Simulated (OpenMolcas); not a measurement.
# P I: effect of the basis set

- Program: OpenMolcas
- Method: SS-CASPT2, IPEA 0.25 Eh, imaginary shift 0.1 Eh (closed shells correlated: 2s 2p)
- Active space: 5 electrons in 4 orbitals (3s 3p)
- State averaging: 2S+1 = 4 odd, 1 root; 2S+1 = 2 odd, 8 roots; 2S+1 = 4 even, 3 roots
- Spin-orbit coupling: RASSI with atomic mean-field integrals over the reference wave functions, term energies averaged over their components

A. ANO-R1 [4s3p1d], X2C, finite nucleus; CASPT2 step of the order of 1.5 core-seconds
B. ANO-L-VTZP [5s4p2d1f], non-relativistic, point nucleus; CASPT2 step roughly 1.9 core-seconds
C. ANO-R2 [5s4p3d1f], X2C, finite nucleus; CASPT2 step of the order of 2.9 core-seconds
D. ANO-R3 [6s5p4d2f1g], X2C, finite nucleus; CASPT2 step of the order of 3 core-seconds

Energies in eV above 3s² 3p³ ⁴S°_3/2, the measured ground level; measured values from NIST Handbook of Basic Atomic Spectroscopic Data.

```csv
Level,A,B,C,D,Measured
3s² 3p³ ⁴S°_3/2,0.0000,0.0000,0.0000,0.0000,0.0000
3s² 3p³ ²D°_3/2,1.748,1.506,1.528,1.453,1.4086
3s² 3p³ ²D°_5/2,1.749,1.507,1.529,1.454,1.4105
3s² 3p³ ²P°_1/2,2.642,2.390,2.451,2.357,2.3213
3s² 3p³ ²P°_3/2,2.642,2.390,2.452,2.357,2.3245
3s 3p⁴ ⁴P_5/2,7.898,7.817,7.925,7.939,7.3813
3s 3p⁴ ⁴P_3/2,7.921,7.841,7.949,7.963,7.4038
3s 3p⁴ ⁴P_1/2,7.935,7.855,7.964,7.978,7.4168
```

Deviations, from unrounded energies. A percentage is the sum of absolute deviations over the sum of measured energies, with the sign that they share, or ± where signs differ.

```csv
Against measurement,Levels,A,B,C,D
mean absolute deviation (cm-1),7,3300,1900,2500,2100
other terms of the ground configuration (%),4,+17.6,+4.4,+6.6,+2.1
other configurations (%),3,+7.0,+5.9,+7.4,+7.6
```

B lies closest to measurement on these levels and A furthest from it. The largest miss of B in the table is 3s 3p⁴ ⁴P_1/2, by +3500 cm-1. The ranking rests on the paired levels alone, and a cruder setting can come out closer through cancelling errors.

Among A to D the level of the table that moves most is 3s² 3p³ ²D°_3/2, by 2400 cm-1 (lowest in D, highest in A). Moves below CASPT2's spread within the term are not significant.

CASPT2 breaks the degeneracy within a term, and the mean is taken; among the terms shown or strongly mixed into the levels shown the widest spread is 200 cm-1 (3s² 3p³ ²D°, B). Terms of s pⁿ other than that of highest spin mix with s² pⁿ⁻² d, which this space lacks; all of them can be thousands of cm-1 off, and some have no real level of that name. Some terms miss by over 15 % even with CASPT2, which points to a basis or an active space too small for the shells correlated (holds for A). Measured partners are found by configuration, term and J. A level has none where our copy of the source lacks it or the pairing is in doubt (some pairs that miss far off the trend of their configuration count as doubtful), and it then counts in no deviation. Levels of configurations outside the active space are missing.

° marks odd parity.
